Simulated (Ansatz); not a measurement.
Job for Ansatz (a first-principles code): R-wB97X-V/def2-TZVPP on H2O (SMILES O).

Ansatz 0.2 input:
```yaml
crystal:
  periodic: [false, false, false]
  atoms:
    - {symbol: O, position_ang: [-0.00000000, 0.00000000, 0.38961139]}
    - {symbol: H, position_ang: [0.00000000, 0.76498632, -0.19485569]}
    - {symbol: H, position_ang: [0.00000000, -0.76498632, -0.19485569]}
basis:
  gaussian:
    orbitals: def2-TZVPP
hamiltonian:
  xc: {name: wB97X-V}
scf: {lower_state_search: off}
```

**Question.** What total energy does the run end on?

**Answer.** -76.4344 hartree.
